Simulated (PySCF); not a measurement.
Ar(5+) (argon, charge +5) across methods

[Ne] 3s2 3p1, 2P determinant. All numbers are calculated (PySCF 2.14, the non-relativistic Hamiltonian (point nucleus), in an uncontracted even-tempered set (18 s from 0.09 bohr⁻², ratio 2.5; 13 p from 0.12 bohr⁻², ratio 2.5; 5 d from 1.2 bohr⁻², ratio 2.7; 5 f from 1.8 bohr⁻², ratio 2.7)).

```csv
method,E (hartree),mean ε 3s α (eV),mean ε 3s β (eV),mean ε 3p α (eV),Σ⟨r²⟩ (bohr²),⟨S²⟩
PBE0,-519.3734,-101.18,-98.786,-85.119,6.778,0.753
LDA,-517.9086,-98.800,-97.114,-82.755,6.775,0.751
r2SCAN0,-519.4886,-101.55,-98.902,-85.571,6.790,0.755
PBE,-519.3369,-98.787,-96.954,-82.979,6.773,0.752
M06,-519.5335,-101.34,-98.894,-84.678,6.737,0.752
UHF,-518.99721,-107.35,-102.90,-90.730,6.818,0.757
r2SCAN,-519.4852,-99.342,-97.160,-83.611,6.790,0.755
```
